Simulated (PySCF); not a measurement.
Excitations are Tamm–Dancoff values on a coarser integration grid. The basis has no diffuse functions, so Rydberg states are missing or too high.

Cartesian coordinates (Å):
```xyz
9

S      1.1930    -1.6871     0.5353
S      0.3939    -1.0692    -1.2198
C     -0.5902     0.3901    -0.7254
S     -2.0048    -0.0007     0.3239
S      0.4086     1.7913    -0.1651
H      2.2737    -0.8794     0.5648
H     -1.0200     0.7171    -1.6770
H     -1.2661    -0.5779     1.2894
H      0.6119     1.3159     1.0739
```
Charge 0, spin multiplicity 1.

Task: What is the computed total energy, S1 excitation (TDA), LUMO, S1–T1 gap (TDA) and HOMO (PBE0-D3(BJ)/def2-TZVP in PySCF 2.14.0)?

Result: 
```
Quantity                    Value
-------------------  ------------
total energy         -44429.37 eV
S1 excitation (TDA)       4.35 eV
LUMO                     -0.98 eV
S1–T1 gap (TDA)           0.52 eV
HOMO                     -6.67 eV
```
